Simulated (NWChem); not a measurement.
[MgH][SH] (MgH₂S), optimised at PBE0/def2-SVP with NWChem:

| Quantity | Value |
|---|---|
| highest occupied level (eV) | -6.95 |
| orbital gap (eV) | 6.17 |
| dipole (D) | 1.24 |
| highest harmonic frequency (cm⁻¹) | 2702 |
| zero-point energy (kcal/mol) | 8.6 |

This build's default masses of Se (78.918 u) and Br (79.917 u) are each other's, which moves their modes by up to 0.6 %.

Q: One Mg atom is replaced by Se, giving S[SeH] (H2SeS), optimised at the same level. How do these values move?

A: 
| quantity | new value | change |
|---|---|---|
| highest occupied level (eV) | -7.07 | -0.12 |
| orbital gap (eV) | 5.88 | -0.29 |
| dipole (D) | 1.29 | +0.05 |
| highest harmonic frequency (cm⁻¹) | 2682 | -20 |
| zero-point energy (kcal/mol) | 10.8 | +2.2 |
